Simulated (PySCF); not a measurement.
# Reading the logs of faulty runs: AlBFH4Si

These are calculations, not measurements. The program is PySCF 2.14.0, an open-source quantum chemistry code, run on an isolated molecule that a program drew, which may never have been made. The molecule is AlBFH4Si (charge 0, doublet), drawn as the SMILES string `F[B]([AlH2])[SiH2]`.

Each row is a Hartree-Fock (HF) and frozen-core CCSD(T) single point in the cc-pV(D+d)Z basis, meant for a local HF minimum. Run 1 is clean. Each other run has one planted mistake out of seven kinds, and not every kind appears here: one electron removed, one electron added, multiplicity raised by two, geometry at a saddle point, minimal basis STO-3G, one bond length entered in bohr, all coordinates scaled. The reference is restricted for singlets and unrestricted otherwise, and also for a bond in bohr. Adding or removing an electron swaps singlet and doublet. Electrons count all cores. HOMO and LUMO are orbital energies over both spins, the gradient is its largest component, and the lowest frequency (negative if imaginary) is given only where the gradient is small. Bond lengths are over the 7 bonds as drawn. T1 is the CCSD diagnostic: over 0.02 (restricted) or 0.045 (unrestricted) a single reference is doubtful.

Geometry of the clean run:
```xyz
8
AlBFH4Si, angstrom
F    -1.0031    2.4912    0.6618
B    -0.1926    1.4750    1.0141
Al    1.5550    1.0298   -0.2107
Si   -0.7391    0.4128    2.6470
H     1.7511   -0.4094   -0.8459
H     2.6789    2.1222   -0.4458
H     0.3001   -0.4807    3.2126
H    -1.5474    1.0278    3.7255
```

| run | electrons | basis functions | <S^2> | HOMO (eV) | LUMO (eV) | gradient (hartree/bohr) | lowest frequency (cm^-1) | mean bond (Å) | longest bond (Å) | T1 | HF (hartree) | CCSD(T) (hartree) | mistake |
|---|---|---|---|---|---|---|---|---|---|---|---|---|---|
| 1 | 45 | 94 | 0.780 | -8.57 | 0.22 | 2.1e-05 | 46 | 1.6692 | 2.180 | 0.0195 | -657.28186 | -657.75699 | no fault |
| 2 | 45 | 94 | 1.350 | -8.18 | 0.60 | 2.6e-02 | - | 1.9263 | 3.823 | 0.0502 | -657.19490 | -657.65319 | one bond length entered in bohr |
| 3 | 45 | 94 | 3.769 | -6.28 | -0.96 | 3.3e-02 | - | 1.6692 | 2.180 | 0.0363 | -657.17794 | -657.64629 | multiplicity raised by two |
| 4 | 45 | 32 | 0.762 | -5.32 | 6.06 | 4.1e-02 | - | 1.6692 | 2.180 | 0.0184 | -649.30917 | -649.47672 | minimal basis STO-3G |
| 5 | 46 | 94 | 0.000 | -1.22 | 4.85 | 3.5e-02 | - | 1.6692 | 2.180 | 0.0238 | -657.29147 | -657.80727 | one electron added |
| 6 | 45 | 94 | 0.785 | -8.54 | 0.32 | 7.5e-02 | - | 1.5623 | 2.041 | 0.0189 | -657.25014 | -657.72331 | ? |

**Which mistake was planted in run 6, and what did it cost?**

The mean and the longest bond both change by the same factor, 0.936, and the gradient is no longer small. So the mistake is: all coordinates scaled. Subtracting run 1 and multiplying by 627.51 kcal/mol a hartree, the energy moved by 19.9 kcal/mol in HF and 21.1 kcal/mol in CCSD(T).

Cautions from the logs. Run 2: T1 is over the limit, so its CCSD(T) energy is less reliable; run 5: T1 is over the limit, so its CCSD(T) energy is less reliable.
